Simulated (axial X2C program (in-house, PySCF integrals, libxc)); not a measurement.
# Potential curves of TiS⁻, 2c

Computed with an in-house all-electron X2C program for linear molecules (integrals from PySCF). Two-component (2c) means X2C with spin–orbit coupling and atomic mean-field two-electron Coulomb and Gaunt terms. Basis: Ti dyall-acv3z [11s11p7d4f2g], S dyall-av3z [9s8p3d2f] (cores contracted in-house); Gaussian nuclei, density fitting, unrestricted open shells. Masses: Ti 47.948 u, S 31.972 u.

State: Ω = 3/2 (⟨Sz⟩ = -0.50, ⟨Lz⟩ = 2.00 at HF). Energies in kJ/mol from the lowest point of each curve. Fits are polynomials in 1 − R0/R over 0.85 to 1.23 times the lowest point R0.

| R (Å) | HF |
| --- | --- |
| 2.0078 | 53.26 |
| 2.0719 | 26.22 |
| 2.1360 | 9.68 |
| 2.2108 | 0.63 |
| 2.2855 | 0.00 |
| 2.3816 | 8.17 |

The state is one determinant with fixed occupations, lowest in a PBE0 search at one distance only: followed along the bond, the 2c determinant Ω = 5/2 reaches 0.05 eV lower at PBE0, at Re = 2.125 Å, so the state shown is not the lowest. The determinant is spin-polarised beyond a pure state at some levels (its spin-free form has ⟨S²⟩ too high), which makes Re and μ there less reliable.

Task: What are Re and ωe at the HF level?

Result: At HF, 2c: Re = 2.254 Å, ωe ≈ 431 cm⁻¹; Be follows as 0.173 cm⁻¹.
